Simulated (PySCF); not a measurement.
These are B3LYP-D3(BJ)/def2-TZVP in PySCF values and carry that method's errors. Isolated molecules, 0 K electronic values unless said otherwise. B3LYP has the VWN-RPA correlation part, as in Gaussian. 

Reference species (SMILES): `[SiH3]C1C=C1` (neutral, multiplicity 1).

| Item | Value |
|---|---|
| LUMO | -0.53 eV |
| dipole moment | 1.34 D |

Changed species: `[SiH2](C)C#C`.

Question: Give the shifts of the LUMO and dipole moment.

Answer: the LUMO rises by 0.28 eV, to -0.25 eV; the dipole moment falls by 0.60 D, to 0.74 D.
